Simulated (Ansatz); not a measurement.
A structure relaxed at PBE-D4/def2-SVP in Ansatz, charge 1, doublet:

```xyz
7

Ca   -0.209   -2.224    1.317
Ca    3.670   -0.473    2.831
Ca    0.106    1.161   -0.308
Ca   -2.372    0.342   -2.793
Se   -1.196   -1.338   -0.950
Se   -1.122    2.542   -2.242
Se    1.123   -0.011    2.146
```

Q: Give its formula.

A: the cluster Ca4Se3⁺.

Q: Summarise the bond lengths by kind (pairs closer than 1.2 times the sum of covalent radii, bridged metal pairs left out).

A: 8 × Ca–Se 2.59 to 2.90 Å.

Another isomer (doublet) lies 1.64 eV lower at PBE0-D4/def2-SVP; other spin states weren't run for this one.
